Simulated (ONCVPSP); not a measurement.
An all-electron radial function and its pseudo partner (Ho)

Columns: radius, all-electron u(r) and pseudo u(r) of the 4f shell (level -35.44 eV) of holmium in the configuration [Kr] 4d10 4f10 5s2 5p6; LDA (Perdew-Wang 92), scalar-relativistic, ONCV scheme, ONCVPSP 4.0.1.

```
r (bohr)  all-electron  pseudo
   0.093        0.0814  0.0033
   0.185        0.4078  0.0462
   0.278        0.7725  0.1959
   0.370        1.0145  0.4748
   0.463        1.1224  0.8322
   0.555        1.1316  1.1444
   0.648        1.0839  1.3127
   0.740        1.0088  1.3015
   0.833        0.9216  1.1589
   0.925        0.8339  0.9717
   1.018        0.7487  0.8037
   1.110        0.6702  0.6832
   1.203        0.5978  0.5987
   1.295        0.5331  0.5329
   1.388        0.4744  0.4743
   1.480        0.4226  0.4224
   1.573        0.3759  0.3757
   1.665        0.3348  0.3346
   1.758        0.2977  0.2976
   1.850        0.2652  0.2651
   1.943        0.2359  0.2358
   2.035        0.2100  0.2100
   2.128        0.1868  0.1867
   2.220        0.1663  0.1662
   2.313        0.1478  0.1478
   2.405        0.1316  0.1315
```

Task: How many radial nodes do the two functions have?

Result: The all-electron 4f function has n − l − 1 = 0; the pseudo-wave has 0.

Task: At about which radius was the pseudo-wave matched?

Result: 1.30 bohr, where the columns begin to agree (steps of 0.09 bohr).

Task: Where does each function peak?

Result: Outermost all-electron maximum near 0.56 bohr, pseudo maximum near 0.65 bohr (to the table’s step).

Task: Is the pseudo-wave norm-conserving?

Result: Yes: the ONCV scheme keeps the norm inside the radius equal to the all-electron one, which fixes the energy derivative of the logarithmic derivative at the level.
